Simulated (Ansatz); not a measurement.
Lin: gap (eV) at several levels, gas phase, relaxed structures; Ansatz. Clusters are the lowest isomers that short searches found in that spin, judged at the geometry's level. HOMO and LUMO are taken over both spins. The structures are stationary points that may keep the symmetry of their start. Remarks come from the PBE and PBE0 runs and from stability tests at other levels; not every state was tested.

```tsv
species	state	geometry	PBE/def2-SVP	PBE/def2-TZVP	PBE/def2-TZVPD	PBE0/def2-SVP	PBE0/def2-TZVP	PBE0/def2-TZVPD	remarks
Li5	doublet	PBE/def2-TZVP	0.40	0.37	0.37	1.39	1.38	1.37	spin-contaminated (⟨S²⟩ up to 1.03)
Li8	singlet	PBE0/def2-TZVP	1.28	1.28	1.27	2.24	2.24	2.22	restricted SCF unstable in HF
Li9	doublet	r2SCAN/def2-TZVP	0.38	0.38	0.38	1.26	1.26	1.25	–
Li12	singlet	PBE0/def2-SVP	0.43	0.44	0.43	1.29	1.30	1.29	restricted SCF unstable in HF
Li18	singlet	PBE0/def2-SVP	0.59	0.60	0.60	1.45	1.46	1.46	restricted SCF unstable in HF
```

**Question.** Estimate the rows for Li3 (doublet, PBE/def2-TZVP geometry); Li7 (doublet, PBE/def2-TZVP geometry).

**Answer.** 
| species | state | geometry | PBE/def2-SVP | PBE/def2-TZVP | PBE/def2-TZVPD | PBE0/def2-SVP | PBE0/def2-TZVP | PBE0/def2-TZVPD |
| --- | --- | --- | --- | --- | --- | --- | --- | --- |
| Li3 | doublet | PBE/def2-TZVP | 0.55 | 0.53 | 0.52 | 1.52 | 1.53 | 1.50 |
| Li7 | doublet | PBE/def2-TZVP | 0.48 | 0.49 | 0.50 | 1.42 | 1.45 | 1.45 |

Over the 7 species that have every level, the mean is 0.59 at PBE/def2-SVP, 0.58 at PBE/def2-TZVP, 0.58 at PBE/def2-TZVPD, 1.51 at PBE0/def2-SVP, 1.52 at PBE0/def2-TZVP, 1.51 at PBE0/def2-TZVPD. Orbital gaps grow with the share of exact exchange and aren't one observable across functionals.
